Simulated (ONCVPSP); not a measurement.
# What one change does to a pseudopotential (W, ONCV)

* Element: tungsten
* Generator: ONCVPSP 4.0.1
* Type: optimised norm-conserving Vanderbilt (ONCV)
* Functional: PBEsol
* Relativity: scalar-relativistic
* Frozen core: [Kr] 4d10
* Valence charge: 28
* Reference configuration: 4f14 5s2 5p6 5d4 6s1.5 (charge +0.5)
* Partial waves: 5s+6s: rc 1.95 bohr, ncon 4, nbas 9, qcut 4.7 1/bohr, 2 projectors; 5p: rc 2.00 bohr, ncon 4, nbas 7, qcut 8.5 1/bohr, 3 projectors, debl 2 Ha; 5d: rc 2.45 bohr, ncon 4, nbas 9, qcut 7.7 1/bohr, 2 projectors, debl 3.9 Ha; 4f: rc 1.05 bohr, ncon 4, nbas 8, qcut 15.4 1/bohr, local
* Local potential: the f channel
* Core correction: none

Change: f: qcut 19.2.

Cutoffs: the cutoffs (Ha) at which the residual kinetic energy of the hardest occupied pseudo-wave falls to 1 and 0.1 mHa per electron; they do not see the model core or the augmentation charge, which bear on the density cutoff. Errors are all-electron minus pseudo energies relative to the spin-unpolarised reference configuration.

Problem. Predict the effect on cutoff, ghosts and configuration errors.

Solution. The potential gets harder (111 Ha and 146 Ha → 142 Ha and 155 Ha); both files keep a bound ghost (p, s); the errors of the 4 common tests hardly move. The waves are optimised to have the least kinetic energy above qcut, so the cutoff follows it (qcut²/2 in Ha).

| quantity | base | changed |
| --- | --- | --- |
| cutoff, loose | 111 Ha | 142 Ha |
| cutoff, tight | 146 Ha | 155 Ha |
| loose cutoff by channel | s 6.5 Ha, p 12 Ha, d 15 Ha, f 111 Ha | s 6.5 Ha, p 12 Ha, d 15 Ha, f 142 Ha |
| bound ghosts | s, p | s, p |
| GHOST(+) flags under 300 eV | d at 237.0 eV | d at 146.8 eV |
| error for 4f14 5s2 5p6 5d4 6s2, meV [ΔE -3.65 eV] | +0.9 | +0.9 |
| error for 4f14 5s2 5p6 5d4 6s1, meV [ΔE 5.27 eV] | -2.4 | -2.4 |
| error for 4f14 5s2 5p6 5d4 6s0, meV [ΔE 20.97 eV] | -14 | -15 |
| error for 4f14 5s2 5p6 5d4 6s1 6p1, meV [ΔE 0.89 eV] | -0.2 | -0.3 |
| s: phases at 1.98 bohr within 0.05 rad from the reference energy up to (Ha; the scan ends near 5) | 3.9 | 3.2 |
| p: phases at 2.02 bohr within 0.05 rad from the reference energy up to (Ha; the scan ends near 5) | to the end of the scan | to the end of the scan |
| d: phases at 2.48 bohr within 0.05 rad from the reference energy up to (Ha; the scan ends near 5) | to the end of the scan | to the end of the scan |
| f: phases at 1.07 bohr within 0.05 rad from the reference energy up to (Ha; the scan ends near 5) | -0.2 | 0.2 |

 A true bound ghost makes a file unfit for plane-wave use even where its test errors are small: the radial tests pick states by their node count and pass the ghost by.
